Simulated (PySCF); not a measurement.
# Computed structure and properties of [Hf(OH)3(NH3)]+

System: [Hf(OH)3(NH3)]+ (singlet); start: template (C1). Method: PySCF 2.14.0, RKS PBE0, Hf def2-SVP with ECP60, O def2-SVP, H def2-SVP, N def2-SVP; non-relativistic Hamiltonian with scalar-relativistic core potentials where named; density fitting; no spin-orbit coupling.

Input of the relaxation:

```python
mol = gto.M(atom='''
Hf     0.01355    -0.01254     0.01053
O      1.12115     1.09506     1.11813
H      1.64075     1.36716     1.88523
O     -1.09405    -1.12014     1.11813
H     -1.61365    -1.39224     1.88523
O      1.12115    -1.12014    -1.09707
H      1.64075    -1.88724    -1.36917
N     -1.27975     1.28076    -1.28277
H     -1.89285     1.89386    -0.74567
H     -0.74265     1.89386    -1.89587
H     -1.89285     0.74366    -1.89587''',
    basis={'Hf': 'def2-SVP', 'O': 'def2-SVP', 'H': 'def2-SVP', 'N': 'def2-SVP'},
    ecp={'Hf': 'def2-SVP'},
    charge=1, spin=0)
mf = dft.RKS(mol, xc='PBE0')
mf.grids.atom_grid = (50, 194)
mf = mf.density_fit()  # fitting sets: Hf def2-universal-JKFIT, O def2-universal-JKFIT, H def2-universal-JKFIT, N def2-universal-JKFIT
mf.conv_tol = 1e-08; mf.max_cycle = 55
mf.kernel(dm0)  # dm0: converged density of the start geometry
# quasi-Newton relaxation in Cartesian coordinates to a largest gradient under 0.00045 Eh/bohr, steps kept in the point group
```

Run from Python with OMP_NUM_THREADS=2; the lines above give its settings. Where DIIS fails, smearing, a level shift and second-order steps follow.
It took 69 s on 2 threads of Arm Neoverse V2, with other jobs on the host, from the converged density of the start.

Course of the relaxation:

```json
{"step": "0", "energy above end (eV)": "0.2232", "largest force component within the symmetry (eV/Å)": "1.512"}
{"step": "1", "energy above end (eV)": "0.1142", "largest force component within the symmetry (eV/Å)": "0.626"}
{"step": "2", "energy above end (eV)": "0.0724", "largest force component within the symmetry (eV/Å)": "0.429"}
{"step": "3", "energy above end (eV)": "0.0504", "largest force component within the symmetry (eV/Å)": "0.379"}
{"step": "4", "energy above end (eV)": "0.0357", "largest force component within the symmetry (eV/Å)": "0.166"}
{"step": "5", "energy above end (eV)": "0.0203", "largest force component within the symmetry (eV/Å)": "0.267"}
{"step": "6", "energy above end (eV)": "0.0137", "largest force component within the symmetry (eV/Å)": "0.205"}
{"step": "7", "energy above end (eV)": "0.0058", "largest force component within the symmetry (eV/Å)": "0.096"}
{"step": "8", "energy above end (eV)": "0.0025", "largest force component within the symmetry (eV/Å)": "0.175"}
{"step": "9", "energy above end (eV)": "0.0009", "largest force component within the symmetry (eV/Å)": "0.058"}
{"step": "10", "energy above end (eV)": "0.0005", "largest force component within the symmetry (eV/Å)": "0.042"}
{"step": "11", "energy above end (eV)": "0.0004", "largest force component within the symmetry (eV/Å)": "0.043"}
{"step": "12", "energy above end (eV)": "0.0002", "largest force component within the symmetry (eV/Å)": "0.033"}
{"step": "13", "energy above end (eV)": "0.0000", "largest force component within the symmetry (eV/Å)": "0.027"}
{"step": "14", "energy above end (eV)": "0.0000", "largest force component within the symmetry (eV/Å)": "0.017"}
```

Relaxed geometry (C1, nearly C3v):

```xyz
11

Hf    0.0676   -0.1148    0.1700
O     1.0959    1.1630    1.1283
H     1.6839    1.6636    1.6985
O    -1.2504   -1.0397    1.1782
H    -1.7781   -1.5839    1.7671
O     1.0307   -1.1699   -1.0822
H     1.5983   -1.7739   -1.5667
N    -1.1925    1.2231   -1.2087
H    -1.8092    1.8647   -0.6976
H    -0.6193    1.8177   -1.8181
H    -1.8054    0.6923   -1.8379
```

| contact | Å |
| --- | --- |
| Hf1–O2 (OH) | 1.900 |
| Hf1–O4 (OH) | 1.900 |
| Hf1–O6 (OH) | 1.900 |
| Hf1–N8 (NH3) | 2.298 |

On the finer grid (75, 302):

The HOMO is -13.28 eV. The LUMO is -4.77 eV, the dipole about the centre of mass is 4.39 D and the set of Mulliken populations of Hf1 outside the core potential is s 2.31, p 6.29, d 1.93, f 0.20. The D3(BJ) dispersion energy (not in the energies) is -0.163 eV.

```tsv
atom	Mulliken (e)	Löwdin (e)	spin (e)
Hf1	1.28	0.48	0.00
O2	-0.43	-0.11	0.00
H3	0.23	0.13	0.00
O4	-0.43	-0.11	0.00
H5	0.23	0.13	0.00
O6	-0.43	-0.11	0.00
H7	0.23	0.13	0.00
N8	-0.34	0.04	0.00
H9	0.21	0.14	0.00
H10	0.21	0.14	0.00
H11	0.21	0.14	0.00
```

No frequency check is given for this geometry.

Taking off one OH (charge -1, singlet; the rest: singlet) in vacuum, both parts rigid, costs 17.77 eV; the small basis without counterpoise inflates it. Most of it is the attraction of opposite charges; other ways to part are cheaper, and one spin state was tried for the rest.

Rigid scan of OH along the line from its metal:

```tsv
distance to O2 (Å)	energy (eV)
1.60	2.341
1.70	0.880
1.80	0.187
1.90	0.000
2.00	0.138
2.10	0.479
2.30	1.466
2.60	3.122
3.00	5.025
3.50	6.599
```

Taking off one NH3 (charge 0, singlet; the rest: singlet) in vacuum, both parts rigid, costs 2.85 eV; the small basis without counterpoise inflates it.

Rigid scan of NH3 along the line from its metal:

| distance to N8 (Å) | energy (eV) |
| --- | --- |
| 2.00 | 0.635 |
| 2.10 | 0.241 |
| 2.20 | 0.052 |
| 2.30 | 0.000 |
| 2.40 | 0.039 |
| 2.50 | 0.136 |
| 2.70 | 0.418 |
| 3.00 | 0.889 |
| 3.40 | 1.423 |
| 3.90 | 1.887 |

One start shape was tried, so this needn't be the lowest isomer.
